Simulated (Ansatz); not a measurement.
System: trimethylborane, C3H9B, net charge 0, singlet state. 
Structure (B3LYP-D3(BJ)/def2-TZVP (Ansatz, a quantum-chemistry and plane-wave program) minimum search):
SMILES: CB(C)C
```xyz
13

B      0.0029    -0.0013     0.0041
C      1.5300    -0.2716    -0.2460
C     -0.5365     1.4733     0.0642
C     -0.9922    -1.2029     0.1837
H      1.7766     0.0686    -1.2611
H      1.8365    -1.3160    -0.1658
H      2.1589     0.3339     0.4147
H      0.2301     2.2497     0.0855
H     -1.2089     1.6186     0.9163
H     -1.1622     1.6469    -0.8214
H     -2.0504    -0.9423     0.1221
H     -0.7843    -2.0250    -0.5076
H     -0.8195    -1.6206     1.1860
```

Property: atomisation energy (electronic, to ground-state atoms); the coupled-cluster value holds the core correlation from cc-pwCVTZ, in kcal/mol. Cores are frozen in the correlated levels unless marked. UHF or UKS for open shells. No spin-orbit coupling. No relativistic terms. CBS marks a two-point X^-3 extrapolation of the correlation energy; Hartree-Fock from the larger set. The bracket is a focal-point correction in the basis named.

Level to compare with: RI-MP2/CBS(aug-cc-pVTZ,aug-cc-pVQZ)+[CCSD(T)-MP2]/aug-cc-pVTZ plus the core term (Ansatz), 1204.7 kcal/mol. It is a level with limits of its own, and the differences hold the functionals' basis error too.

Rank these functionals by how close they come to RI-MP2/CBS(aug-cc-pVTZ,aug-cc-pVQZ)+[CCSD(T)-MP2]/aug-cc-pVTZ, closest first: CAM-B3LYP/def2-TZVPD (Ansatz); SVWN5/def2-TZVPD (Ansatz); PBE/def2-TZVPD (Ansatz).

CAM-B3LYP/def2-TZVPD (range-separated hybrid, 1205.4 kcal/mol, difference 0.7), PBE/def2-TZVPD (GGA, 1213.2 kcal/mol, difference 8.5), SVWN5/def2-TZVPD (LDA, 1346.8 kcal/mol, difference 142.1)
